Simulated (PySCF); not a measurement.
Job file and geometry (Å, from GFN2-xTB) of an NMR shielding run on `CNC[C@@H]([SiH3])[Si@H](N)F`, C₃H₁₃FN₂Si₂, GIAO PBE0/pcSseg-1 NMR shielding, non-relativistic, gas phase in PySCF 2.14.0, density-fitted response routines; density fitting, a coarse starting grid and PySCF grid level 2 are the driver's defaults:

```
$ OMP_NUM_THREADS=1 python probes_run.py task.json out

{"job": {"kind": "nmr", "xc": "PBE0", "basis": "pcSseg-1"}, "charge": 0, "multiplicity": 1}
C      2.948912     0.335463     0.622103
N      1.807245    -0.248876    -0.048281
C      0.649697     0.620136    -0.126180
C     -0.511957    -0.192635    -0.678828
Si    -0.420291    -1.910576     0.163724
Si    -2.161015     0.711069    -0.525032
N     -2.638623     0.781814     1.119548
F     -3.332969    -0.155198    -1.219331
H      3.290014     1.275641     0.162441
H      3.771958    -0.377021     0.612987
H      2.679670     0.541180     1.658625
H      2.070141    -0.535833    -0.986684
H      0.424178     0.944128     0.894822
H      0.836318     1.530983    -0.725454
H     -0.330724    -0.347901    -1.747573
H     -0.138251    -1.740300     1.587738
H      0.598754    -2.748445    -0.473971
H     -1.713840    -2.582970    -0.001758
H     -2.205170     1.962350    -1.285633
H     -2.030886     1.178122     1.814037
H     -3.602080     0.975812     1.336932
```

Question: Write the output of this run.

Answer: 
```
coarse grid: 17776 points
cycle   1  E = -909.7380628582  dE =  6.163e-01  |g| = 7.217e-01  |ddm| = 4.004e+00
cycle   2  E = -909.6674693380  dE =  7.059e-02  |g| = 9.837e-01  |ddm| = 1.446e+00
cycle   3  E = -909.8390425318  dE = -1.716e-01  |g| = 6.783e-02  |ddm| = 8.832e-01
cycle   4  E = -909.8396224968  dE = -5.800e-04  |g| = 3.441e-02  |ddm| = 7.027e-02
cycle   5  E = -909.8398625487  dE = -2.401e-04  |g| = 7.311e-03  |ddm| = 3.430e-02
cycle   6  E = -909.8398737150  dE = -1.117e-05  |g| = 2.291e-03  |ddm| = 8.378e-03
cycle   7  E = -909.8398748599  dE = -1.145e-06  |g| = 3.336e-04  |ddm| = 1.862e-03
final grid: 160904 points
cycle   8  E = -909.8861073826  dE = -3.549e-05  |g| = 9.165e-03  |ddm| = 2.646e-02
cycle   9  E = -909.8860953317  dE =  1.205e-05  |g| = 1.168e-02  |ddm| = 1.884e-02
cycle  10  E = -909.8861271779  dE = -3.185e-05  |g| = 9.124e-04  |ddm| = 1.087e-02
cycle  11  E = -909.8861273344  dE = -1.565e-07  |g| = 2.491e-04  |ddm| = 8.663e-04
cycle  12  E = -909.8861273453  dE = -1.094e-08  |g| = 5.588e-05  |ddm| = 1.830e-04
cycle  13  E = -909.8861273458  dE = -4.600e-10  |g| = 2.338e-05  |ddm| = 6.018e-05
converged SCF energy = -909.8861273458

GIAO shielding tensors (ppm)
atom      isotropic    diamagn.    paramagn.     s11        s22        s33       span
  0 C      147.998     242.770     -94.771    125.500    132.278    186.216     60.716
  1 N      203.414     322.544    -119.131    172.324    202.517    235.401     63.076
  2 C      136.530     250.677    -114.146    118.306    129.926    161.359     43.053
  3 C      170.790     260.142     -89.352    152.902    172.931    186.536     33.634
  4 Si     425.897     880.576    -454.679    396.591    419.778    461.323     64.731
  5 Si     352.206     877.693    -525.488    316.808    364.619    375.191     58.382
  6 N      243.631     318.379     -74.748    213.930    255.951    261.012     47.083
  7 F      357.431     466.569    -109.138    316.799    371.933    383.560     66.761
  8 H       29.110      28.050       1.060     24.652     26.545     36.133     11.481
  9 H       28.847      27.605       1.242     24.334     26.328     35.880     11.546
 10 H       29.333      29.442      -0.110     24.968     27.802     35.228     10.259
 11 H       31.914      35.685      -3.771     23.505     33.122     39.114     15.609
 12 H       29.869      35.962      -6.094     24.932     31.199     33.475      8.543
 13 H       28.537      33.609      -5.072     23.924     28.121     33.565      9.641
 14 H       31.034      34.520      -3.487     27.425     29.482     36.193      8.768
 15 H       28.031      30.765      -2.735     25.451     26.107     32.534      7.083
 16 H       27.603      30.516      -2.913     23.291     26.547     32.971      9.680
 17 H       27.660      29.860      -2.200     23.626     26.669     32.683      9.057
 18 H       26.186      29.209      -3.023     22.874     23.646     32.038      9.165
 19 H       31.291      33.470      -2.180     23.611     28.922     41.339     17.728
 20 H       30.818      27.898       2.920     23.571     26.271     42.612     19.042
```

Question: Turn these shieldings into chemical shifts. Scale: ¹³C (σ = 186.93 ppm) and ²⁹Si (σ = 349.16 ppm) and ¹H (σ = 31.72 ppm) against TMS; NH3 for ¹⁵N (σ = 267.73 ppm); ¹⁹F (σ = 170.95 ppm) vs CFCl3 (reference shieldings calculated alike).

Answer: Averaging equivalent atoms: C 2: 50.4; C 0: 38.9; C 3: 16.1; N 1: 64.3; N 6: 24.1; Si 5: -3.0; Si 4: -76.7; F 7: -186.5; H 18: 5.53; H 15/16/17: 3.95; H 13: 3.18; H 8/9/10: 2.62; H 12: 1.85; H 14: 0.68; H 19/20: 0.66; H 11: -0.20 ppm. Unscaled 19F shifts against computed CFCl3 carry errors that often reach 10 to 50 ppm. Experimental scales use liquid or dissolved standards, which lie at an offset from isolated NH3 (liquid NH3: subtract about 20 ppm).

Size and cost of the density-fitted run: 215 basis functions, 77 s wall time on 1 thread of an Arm Neoverse N1, shared host; peak memory 0.96 GiB.
